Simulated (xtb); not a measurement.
C₃H₉ClSi (SMILES C[Si](C)(C)Cl), singlet, from a rough starting geometry; GFN2-xTB (xtb).

xtb was given this input:
```
$ xtb mol.xyz --gfn 2 --opt vtight --json

# file mol.xyz
14

C     -0.69905209     1.56810164    -0.36863556
Si     0.18412142     0.11966612     0.42390957
C      1.62733636    -0.35523228    -0.69270677
C     -1.02335793    -1.37492962     0.67528158
Cl     0.94220064     0.67686741     2.17258103
H     -1.17054610     1.36174903    -1.37773887
H     -1.56916129     1.91562535     0.27414422
H     -0.09183333     2.42116696    -0.51905149
H      2.13531296    -1.22474314    -0.25278144
H      1.29879952    -0.69655875    -1.64296629
H      2.33169952     0.38942761    -0.82728511
H     -1.44237180    -1.66662879    -0.22047749
H     -1.86954271    -1.08110838     1.33247705
H     -0.51898403    -2.19189770     1.13071060
```

**Question.** Write the output that xtb gives for this input, abridged.

**Answer.** 
```
   ID    Z sym.   atoms
    1    6 C      1, 3, 4
    2   14 Si     2
    3   17 Cl     5
    4    1 H      6-14

           -------------------------------------------------
          |                Calculation Setup                |
           -------------------------------------------------

           -------------------------------------------------
          |                 G F N 2 - x T B                 |
           -------------------------------------------------

          ...................................................
          :                      SETUP                      :
          :.................................................:
          :  # basis functions                  41          :
          :  # atomic orbitals                  39          :
          :  # shells                           21          :
          :  # electrons                        32          :
          :  max. iterations                   250          :
          :  Hamiltonian                  GFN2-xTB          :
          :  restarted?                      false          :
          :  GBSA solvation                  false          :
          :  PC potential                    false          :
          :  electronic temp.          300.0000000     K    :
          :  accuracy                    1.0000000          :
          :  -> integral cutoff          0.2500000E+02      :
          :  -> integral neglect         0.1000000E-07      :
          :  -> SCF convergence          0.1000000E-05 Eh   :
          :  -> wf. convergence          0.1000000E-03 e    :
          :  Broyden damping             0.4000000          :
          :  net charge                          0          :
          :  unpaired electrons                  0          :
          ...................................................

 iter      E             dE          RMSdq      gap      omega  full diag
   1    -17.4152768 -0.174153E+02  0.352E+00    7.61       0.0  T
   2    -17.4990228 -0.837460E-01  0.174E+00    6.42       1.0  T
   3    -17.5166499 -0.176271E-01  0.115E+00    7.16       1.0  T
   4    -17.5251990 -0.854913E-02  0.345E-01    6.80       1.0  T
   5    -17.5258705 -0.671460E-03  0.174E-01    6.86       1.0  T
   6    -17.5259446 -0.740690E-04  0.866E-02    6.88       1.0  T
   7    -17.5259578 -0.132085E-04  0.697E-02    6.88       1.0  T
   8    -17.5259781 -0.203171E-04  0.341E-02    6.87       1.0  T
[...]
         :: total energy             -17.310017131945 Eh    ::
 * total energy  :   -17.3100171 Eh     change       -0.6895782E-09 Eh
 * total energy  :   -17.3198069 Eh     change       -0.9789795E-02 Eh
 * total energy  :   -17.3207925 Eh     change       -0.9855432E-03 Eh
 * total energy  :   -17.3208123 Eh     change       -0.1982564E-04 Eh
 * total energy  :   -17.3208143 Eh     change       -0.2050189E-05 Eh
 * total energy  :   -17.3208149 Eh     change       -0.5367068E-06 Eh
 * total energy  :   -17.3208150 Eh     change       -0.9210123E-07 Eh
   *** GEOMETRY OPTIMIZATION CONVERGED AFTER 7 ITERATIONS ***
         :: total energy             -17.320814975850 Eh    ::
[...]
    14   1 H        0.925     0.042     2.427     2.436

 Mol. C6AA /au·bohr⁶  :       2432.666769
 Mol. C8AA /au·bohr⁸  :      78698.601404
 Mol. α(0) /au        :         79.380413

Wiberg/Mayer (AO) data.
largest (>0.10) Wiberg bond orders for each atom

 ---------------------------------------------------------------------------
     #   Z sym  total        # sym  WBO       # sym  WBO       # sym  WBO
 ---------------------------------------------------------------------------
     1   6 C    3.984 --     6 H    0.990     8 H    0.985     7 H    0.985
                             2 Si   0.897
     2  14 Si   3.794 --     5 Cl   1.031     3 C    0.897     4 C    0.897
                             1 C    0.897
     3   6 C    3.984 --    10 H    0.990     9 H    0.986    11 H    0.985
                             2 Si   0.897
     4   6 C    3.984 --    12 H    0.990    14 H    0.985    13 H    0.985
                             2 Si   0.897
     5  17 Cl   1.163 --     2 Si   1.031
     6   1 H    0.999 --     1 C    0.990
     7   1 H    0.998 --     1 C    0.985
     8   1 H    0.998 --     1 C    0.985
     9   1 H    0.998 --     3 C    0.986
    10   1 H    0.999 --     3 C    0.990
    11   1 H    0.998 --     3 C    0.985
    12   1 H    0.999 --     4 C    0.990
    13   1 H    0.998 --     4 C    0.985
    14   1 H    0.998 --     4 C    0.985
 ---------------------------------------------------------------------------

Topologies differ in total number of bonds
Writing topology from bond orders to xtbtopo.mol

molecular dipole:
                 x           y           z       tot (Debye)
 q only:       -0.304      -0.238      -0.747
   full:       -0.348      -0.273      -0.854       2.444
molecular quadrupole (traceless):
                xx          xy          yy          xz          yz          zz
 q only:        1.524      -0.772       1.937      -2.455      -1.884      -3.461
  q+dip:        1.949      -0.986       2.470      -3.133      -2.410      -4.419
   full:        1.877      -0.950       2.380      -3.018      -2.321      -4.257

optimized geometry written to: xtbopt.xyz

           -------------------------------------------------
          | TOTAL ENERGY              -17.320814975850 Eh   |
          | GRADIENT NORM               0.000065429559 Eh/α |
          | HOMO-LUMO GAP               6.662212195060 eV   |
           -------------------------------------------------

normal termination of xtb
```
